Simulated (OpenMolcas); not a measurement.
## Pb²⁺: effect of the level shift or regulariser

```yaml
Program: OpenMolcas 26.06
Basis: ANO-RCC-VTZP [8s7p5d3f2g]
Scalar_Hamiltonian: DKH2, point nucleus
Active_space: 2 electrons in 4 orbitals (6s 6p)
State_averaging: 2S+1 = 3 even, 3 roots; 2S+1 = 1 even, 7 roots; 2S+1 = 3 odd, 3 roots; 2S+1 = 1 odd, 3 roots
Spin-orbit_coupling: state interaction with AMFI integrals over the reference wave functions, term energies averaged over their components
```

Methods on the same reference wave functions:
A. CASSCF
B. MS-CASPT2, IPEA 0.25 Eh, imaginary shift 0.1 Eh (closed shells correlated: 5d)
C. MS-CASPT2, IPEA 0.25 Eh, real shift 0.2 Eh (closed shells correlated: 5d)

Energies in cm⁻¹ above 6s² ¹S₀, the measured ground level; measured values from Moore, Atomic Energy Levels, vol. III, NSRDS-NBS 35 (1971 reprint of NBS Circular 467, 1958).

```
     Level       A       B       C  Measured
   6s² ¹S₀     0.0     0.0     0.0       0.0
6s 6p ³P°₀   55353   62610   62510     60397
6s 6p ³P°₁   59429   66260   66170     64391
6s 6p ³P°₂   70612   77870   77770          
6s 6p ¹P°₁   96868   93410   93420     95340
   6p² ³P₀  141582  147320  147270    142551
   6p² ³P₁  150781  157610  157530    155432
   6p² ¹S₀  186999  186350  186410    188615
```

Deviations, from unrounded energies. A percentage is the sum of absolute deviations over the sum of measured energies, with the sign that they share, or ± where signs differ.

| Against measurement | Levels | A | B | C |
| --- | --- | --- | --- | --- |
| mean absolute deviation (cm-1) | 6 | 3100 | 2500 | 2500 |
| other configurations (%) | 6 | ±2.7 | ±2.2 | ±2.1 |

B, C lie about equally close to measurement and A furthest from it. The largest miss of C in the table is 6p² ³P₀, by +4700 cm-1. The ranking rests on the paired levels alone, and a cruder setting can come out closer through cancelling errors.

Between B and C the level of the table that moves most is 6s 6p ³P°₂, by 98 cm-1 (lowest in C, highest in B). Moves below CASPT2's spread within the term are not significant.

The lowest spin-free term lies below A's lowest term by 0.403 hartree in B, 0.402 hartree in C.

Over all roots computed the reference weight is 0.87 to 0.93 in B; the roots of lowest weight are the least certain, and an intruder state may touch them. The ¹D term of p² mixes with s d, which this space lacks. Spin-orbit splittings of 6p shells tend to come out small when the coupling is added on scalar orbitals. Measured partners are found by configuration, term and J. A level has none where our copy of the source lacks it or the pairing is in doubt (some pairs that miss far off the trend of their configuration count as doubtful), and it then counts in no deviation. Levels of configurations outside the active space are missing. Levels that lie high or do not pair safely by name in every column are left out.

° marks odd parity.
